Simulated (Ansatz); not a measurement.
Consider the formal exchange of groups at a Ge–F bond: `[OH][GeH]([F])[CH2]Cl` + `N=CCF` → `[OH][GeH2][CH2]Cl` + `N=CC(F)F`.

Isolated molecules relaxed with PBE0-D4/def2-TZVP in Ansatz; ΔE leaves out vibrations. CCSD(T)/CBS is the MP2 limit (def2-TZVPP, def2-QZVPP) plus CCSD(T) − MP2 in def2-TZVPP, frozen cores. DFT in def2-TZVPP. B3LYP here is the variant with VWN-RPA as its local correlation; programs differ in this. For Ge outer-core shells are correlated without core-valence functions, which leaves a few kJ/mol of doubt a bond. Scalar relativity is left out up to krypton. One conformer a species, not always the lowest.

`[OH][GeH]([F])[CH2]Cl`:

Z-matrix (Å, degrees):
```
Ge
F 1 1.743
C 1 1.954 2 103.8
O 1 1.758 2 107.5 3 119.9
H 1 1.525 2 109.0 3 -124.6
Cl 3 1.778 1 109.7 2 -174.7
H 3 1.089 1 110.5 2 -55.2
H 3 1.089 1 110.9 2 65.5
H 4 0.960 1 114.0 2 -62.0
```

`N=CCF`:

Z-matrix (Å, degrees):
```
C
C 1 1.497
F 1 1.373 2 111.2
H 1 1.096 2 110.1 3 -120.4
H 1 1.096 2 110.1 3 120.4
N 2 1.259 1 126.7 3 0.0
H 2 1.095 1 114.4 3 179.9
H 6 1.023 2 110.0 1 -0.0
```

`[OH][GeH2][CH2]Cl`:

Cartesian coordinates in Å:
```
O -1.400 0.885 1.008
Ge -0.053 -0.265 0.867
C 0.415 -0.401 -1.037
Cl 0.786 1.234 -1.648
H -1.195 1.717 0.574
H -0.601 -1.590 1.415
H 1.176 0.233 1.648
H -0.419 -0.788 -1.621
H 1.291 -1.026 -1.206
```

`N=CC(F)F`:

```xyz
8

N     0.474   -0.952   -1.139
C    -0.304   -0.357   -0.348
C     0.266    0.616    0.642
F    -0.300    1.834    0.450
F    -0.058    0.217    1.898
H    -0.035   -1.583   -1.758
H    -1.393   -0.478   -0.304
H     1.351    0.702    0.558
```

(1) Is it downhill or uphill in electronic energy at CCSD(T)/CBS, and by how much? (Estimate.)

(2) What do these levels give: PBE-D4, B3LYP-D4, B2PLYP, HF/def2-QZVPP, SCS-MP2/def2-QZVPP, CCSD/CBS(def2)? (Estimate.)

Largest T1 diagnostic among the species: 0.012.

## Answers

(1) Ansatz gave: Uphill: ΔE = +30.1 kcal/mol.

(2) Ansatz gave: PBE-D4 28.2, B3LYP-D4 29.6, B2PLYP 30.5, HF/def2-QZVPP 30.3, SCS-MP2/def2-QZVPP 31.6, CCSD/CBS(def2) 30.3 kcal/mol.
